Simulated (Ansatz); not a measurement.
The first iterations of a band of CH$_{5}$GaOSi (9 atoms, charge 0, multiplicity 1).

The calculation used RKS B3LYP-D4/def2-SVP in Ansatz 0.2.0.

```json
{"movable images": "5", "climbing image": "yes", "spring": "5.0 eV/Å²", "optimiser": "quadratic models (default)", "start path": "through a guess of the saddle point", "force threshold": "0.05 eV/Å", "iteration limit": "60", "end points": "relaxed"}
```

Initial state:

```xyz
9
Properties=species:S:1:pos:R:3
O -0.716 2.022 -1.467
C -1.302 1.609 -0.483
Ga 0.073 0.690 0.670
Si 0.751 -1.563 0.092
H -2.409 1.782 -0.381
H 0.880 1.625 1.650
H 2.036 -1.539 -0.672
H -0.278 -2.255 -0.742
H 0.966 -2.371 1.332
```

Final state:

```xyz
9
Properties=species:S:1:pos:R:3
O -0.017 1.448 -0.287
C -1.232 1.526 -0.246
Ga 1.870 0.947 0.932
Si 0.966 -1.392 0.142
H -1.811 1.852 -1.135
H -1.807 1.272 0.670
H 0.815 -1.524 -1.350
H -0.446 -1.485 0.677
H 1.661 -2.645 0.598
```

| iteration | highest image above the first end (eV) | largest band force component (eV/Å) |
| --- | --- | --- |
| 1 | 3.197 | 10.884 |
| 2 | 2.565 | 3.788 |
| 3 | 2.034 | 3.956 |
| 4 | 1.800 | 2.649 |
| 5 | 1.565 | 1.556 |
| 6 | 1.361 | 3.212 |
| 7 | 1.292 | 1.559 |
| 8 | 1.203 | 0.698 |
| 9 | 1.118 | 3.184 |
| 10 | 1.152 | 1.132 |
| 11 | 1.046 | 0.910 |
| 12 | 1.068 | 0.507 |
| 13 | 1.121 | 1.498 |
| 14 | 1.261 | 1.436 |
| 15 | 1.474 | 1.593 |
| 16 | 2.056 | 2.876 |
| 17 | 1.958 | 2.284 |
| 18 | 1.867 | 1.667 |
| 19 | 1.744 | 1.265 |
| 20 | 1.693 | 0.674 |

Problem. Does the band converge within its limit, and where does its top end?

Solution. It did not converge within its limit. It ended after 60 iterations with the highest image 1.202 eV above the first end. The band didn't meet its force threshold, so its energies are provisional: the largest band force was still 1.23 eV/Å, and over the last iterations the top moved between 1.20 and 1.28 eV. Neighbouring images lie up to 2.0 Å apart, so the band is torn or far too coarse. The orbitals stay closed-shell, which can raise the energy where a bond breaks towards radicals; this wasn't checked here.

Run time: 13 min on 2 threads of Arm Neoverse V1, with other jobs on the host, peak memory 0.27 GiB.
